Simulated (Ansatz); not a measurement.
One change: `[F][In]([F])[F]` becomes `C[O][In]([F])[F]`.

Ansatz, PBE0-D4/def2-TZVP geometries, multiplicity 1. Each molecule was computed in one conformer, which needn't be the lowest.

Elements past krypton have def2 core potentials.

| property | `[F][In]([F])[F]` |
| --- | --- |
| size of the dipole moment (B3LYP/def2-TZVPP) / D | 0.00 |
| LUMO energy (PBE0/def2-TZVPP) / eV | -3.42 |
| HOMO–LUMO gap (PBE/def2-TZVPP) / eV | 4.82 |
| HOMO–LUMO gap (PBE0/def2-TZVPP) / eV | 7.73 |
| HOMO energy (B3LYP/def2-TZVPP) / eV | -10.87 |
| size of the dipole moment (ωB97M-V/def2-TZVPP) / D | 0.00 |

Task: What does the change do to each property? (An estimate is asked.)

Result: The calculation gave: 
```tsv
property	`C[O][In]([F])[F]`	shift
size of the dipole moment (B3LYP/def2-TZVPP) / D	2.56	2.56
LUMO energy (PBE0/def2-TZVPP) / eV	-2.78	0.64
HOMO–LUMO gap (PBE/def2-TZVPP) / eV	3.25	-1.57
HOMO–LUMO gap (PBE0/def2-TZVPP) / eV	5.74	-1.99
HOMO energy (B3LYP/def2-TZVPP) / eV	-8.31	2.56
size of the dipole moment (ωB97M-V/def2-TZVPP) / D	2.41	2.41
```

With PBE0 the HOMO rises by 2.62 eV and the LUMO rises by 0.64 eV, so the gap narrows by about 1.98 eV. PBE moves the HOMO by 2.23 eV and ωB97M-V by 2.71 eV. The zero-point energy changes by 103.6 kJ/mol with +12 modes.

B3LYP here is the variant with VWN-RPA as its local correlation; programs differ in this.
